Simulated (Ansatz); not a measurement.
`NB(F)Br` + HBr → `FB(Br)Br` + NH₃ at 400 K and 1 bar (ligand exchange at a B–N bond).

Computed with Ansatz on PBE0-D4/def2-TZVP structures; ΔE is electronic, products minus reactants. CBS: MP2 limit from def2 TZ/QZ plus the TZ coupled-cluster correction, frozen cores. This one scheme is used for every species. For Br outer-core shells are correlated without core-valence functions, which leaves a few kJ/mol of doubt a bond. Scalar relativity is left out up to krypton. Each species was taken in one conformer, which may not be the lowest.

```tsv
species	CCSD(T)/CBS energy (Eh)	H − E (kJ/mol)	S (J/(mol·K))
`NB(F)Br`	-2753.96125	113.9	322.6
HBr	-2573.91920	27.6	207.2
`FB(Br)Br`	-5271.35159	42.3	329.8
NH₃	-56.50880	104.2	203.1
```

H − E and S are ideal-gas, rigid-rotor, harmonic terms from PBE0-D4/def2-TZVP, for one conformer and one mirror image of each species. 1 Eh = 2625.50 kJ/mol, R = 8.31446 J/(mol·K).

Q: By hand: ΔE, ΔH, ΔS and ΔG.

A: ΔE = (-5271.35159) + (-56.50880) − (-2753.96125) − (-2573.91920) = 0.02006 Eh = 52.7 kJ/mol. Δ(H − E) = 42.3 + 104.2 − 113.9 − 27.6 = 5.0, so ΔH = 57.7 kJ/mol. ΔS = 329.8 + 203.1 − 322.6 − 207.2 = 3.1 J/(mol·K). ΔG = 57.7 − 400 × (3.1)/1000 = 56.5 kJ/mol.

Q: By hand: the equilibrium constant, and the temperature at which ΔG would vanish if ΔH and ΔS stayed fixed.

A: log₁₀ K = −ΔG/(RT ln 10) = -7.4. ΔG = 0 at ΔH/ΔS = 18613 K, far beyond where these terms or the molecules hold.

The number of gas molecules stays the same, so ΔS is small and ΔH decides. A doubt of 5 kJ/mol in ΔE shifts log₁₀ K by 0.7 here. Other conformers and mirror images would add mixing entropy, several J/(mol·K) or more a flexible species. These are equilibria of isolated gas molecules and say nothing of rates. Largest T1 diagnostic: 0.010 (customary marks: 0.02 for closed shells, 0.045 for open ones).
